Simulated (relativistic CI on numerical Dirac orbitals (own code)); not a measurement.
# One change at a time: Pt⁷³⁺

Base calculation: Dirac-Coulomb-Breit CI, KLI orbitals optimised for each configuration, a model potential for QED, unscaled Slater integrals.

Configuration list (outside the closed core 1s2): 2s2.2p, 2s.2p2, 2p3, 2p2.3s, 2p2.3p, 2s2.3s, 2p2.3d, 2s2.3p, 2s2.3d, 2s.2p.3s, 2s.2p.3p, 2s.2p.3d, 2s2.4s, 2s2.4p, 2s2.4d, 2s2.4f. Levels of other configurations are missing.

The lowest level and the first level of each name with at least 55 % of one term (blank where a level has no safe partner in the second run):

| Level | Base (eV) | Shift (eV) |
| --- | --- | --- |
| 2s2.2p 2P°_1/2 | 0.0 | 0.0 |
| 2s2.2p 2P°_3/2 | 1865.1 | -1.1 |
| 2s.2p2 4P_3/2 | 2076.0 | +20.8 |
| 2s.2p2 2D_5/2 | 2118.2 | +20.8 |
| 2s.2p2 2P_1/2 | 2197.8 | +20.9 |
| 2s.2p2 2D_3/2 | 2199.7 | +20.9 |
| 2s.2p2 4P_5/2 | 3959.2 | +19.3 |
| 2s.2p2 2S_1/2 | 4077.8 | +19.4 |
| 2s.2p2 2P_3/2 | 4078.5 | +19.4 |
| 2p3 4S°_3/2 | 4319.3 | +41.7 |
| 2p3 2D°_5/2 | 4342.4 | +41.7 |
| 2p3 2P°_1/2 | 4405.7 | +41.7 |
| 2s2.3s 2S_1/2 | 12033.0 | -4.0 |
| 2s2.3p 2P°_1/2 | 12131.0 | +2.8 |
| 2s.2p.3s 4P°_1/2 | 12233.4 | +17.7 |
| 2s.2p.3s 4P°_3/2 | 12263.3 | +17.8 |
| 2s.2p.3s 2P°_1/2 | 12298.1 | +17.7 |
| 2s.2p.3p 4D_1/2 | 12315.7 | +24.4 |
| 2s2.3p 2P°_3/2 | 12681.7 | +2.1 |
| 2s2.3d 2D_3/2 | 12743.2 | +3.4 |
| 2s2.3d 2D_5/2 | 12885.5 | +4.5 |
| 2s.2p.3d 4F°_3/2 | 12929.1 | +25.1 |

At this charge energies of transitions that change n are usually good to better than 1 %, and those within a shell (Δn = 0) to a few per cent.

Problem. One thing was changed in a second run, which moved the levels as shown. Which?
A. Breit term removed
B. QED terms removed
C. configuration mixing switched off
D. non-relativistic limit

Solution. B. QED terms removed. QED shifts follow the density of s (and p1/2) electrons at the nucleus, so configurations move by their count of such electrons; where none moves, the smaller shifts of p3/2 electrons and of j = l + 1/2 against j = l − 1/2 set the pattern.

LS names give the leading component of a level, which can be under half, so a name can repeat, a term be missing and a line seem to break the LS rules.
